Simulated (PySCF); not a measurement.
# Basis and Hamiltonian dependence of the ionisation energy of Zr

Zr [Kr] 4d2 5s2 (3F) → Zr⁺ [Kr] 4d2 5s1 (4F). All values are computed (PySCF 2.14, energy differences of UHF-based or UKS calculations, no spin-orbit coupling). Values in eV.

```tsv
basis	Hamiltonian	functions	UHF	LDA	PBE0	MP2 (valence)	CCSD(T) (valence)	CCSD(T) (valence and next inner shell)
def2-SVP with the def2 core potential (28 electrons)	ECP	31	5.193	n/a	n/a	5.911	n/a	n/a
cc-pVDZ-PP with ECP28MDF	ECP	38	5.228	n/a	6.327	6.046	n/a	n/a
aug-cc-pVDZ-PP with ECP28MDF	ECP	54	5.219	6.762	6.323	6.080	6.416	n/a
def2-TZVPPD with the def2 core potential (28 electrons)	ECP	56	5.195	6.749	6.310	6.100	6.413	6.572
x2c-TZVPall	spin-free X2C	63	5.187	6.727	6.285	5.978	n/a	n/a
cc-pVTZ-PP with ECP28MDF	ECP	63	5.184	n/a	n/a	6.088	n/a	n/a
ANO-RCC-VTZP	spin-free X2C	68	5.183	6.726	6.279	6.053	6.388	6.514
aug-cc-pwCVDZ-PP with ECP28MDF	ECP	70	5.181	6.730	6.291	6.055	6.380	6.526
def2-QZVPPD with the def2 core potential (28 electrons)	ECP	81	5.188	6.732	6.292	6.115	6.416	6.566
aug-cc-pVTZ-PP with ECP28MDF	ECP	88	5.183	6.721	6.281	6.113	6.420	n/a
x2c-TZVPPall with one added diffuse shell each of s, p, d, f type	spin-free X2C	95	5.188	6.725	6.282	6.096	6.412	6.565
aug-cc-pVTZ-DK	spin-free X2C	102	5.184	6.715	6.274	6.116	6.425	n/a
aug-cc-pVTZ-PP with one added diffuse shell each of s, p, d, f, g type with ECP28MDF	ECP	113	5.183	6.721	6.281	6.113	n/a	n/a
aug-cc-pwCVTZ-DK with one added diffuse shell each of s, p, d, f, g type	spin-free X2C	161	5.183	6.709	6.271	6.124	n/a	n/a
```

Frozen in the all-electron rows: valence: [Kr]; valence and next inner shell: [Ar] 3d10; with a core potential, the same shells as far as they lie outside it.

Reference for a calculation without spin-orbit coupling: 6.639 eV (measured, between term centres; NIST).
